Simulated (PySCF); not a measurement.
**Potential energy of TlF along the bond**

Set-up: PySCF, scalar-relativistic core potentials, basis sets Tl def2-TZVPP with ECP60, F def2-TZVPP. Energies in eV from Tl + F in their ground configurations at the same level. State: ¹Σ⁺ (singlet), closed shell.

Curves on a restricted Hartree–Fock reference rise too fast on stretching and do not dissociate correctly.

```
R (Å)  RHF-MP2
1.808   -4.275
1.892   -4.857
1.976   -5.169
2.039   -5.277
2.102   -5.308
2.165   -5.280
2.249   -5.179
2.354   -4.985
2.480   -4.698
2.648   -4.281
```

Problem. Put a parabola through the three lowest points of the RHF-MP2 curve and estimate Re, k and ωe (reduced mass 17.39 u; 1 eV/Å² = 0.16022 mdyn/Å; ωe = 1302.8·√(k/μ) cm⁻¹).

Solution. Through R = 2.039, 2.102, 2.165 Å the second-order coefficient is 7.43 eV/Å², so Re ≈ 2.104 Å, k ≈ 2.38 mdyn/Å and ωe ≈ 482 cm⁻¹. A polynomial fit of higher order to the unrounded RHF-MP2 energies gives Re = 2.101 Å, k = 2.34 mdyn/Å, ωe = 478 cm⁻¹; anharmonicity and rounding make the difference.

The higher-order fit for each curve: RHF-MP2: Re = 2.101 Å, ωe = 478 cm⁻¹, De = 5.31 eV.

Correlated steps freeze 5 core orbitals. These are scalar-relativistic numbers at best; spin–orbit coupling would shift them, the dissociation energy most. Where the molecule has an RHF reference, its open-shell atoms are computed with UHF.
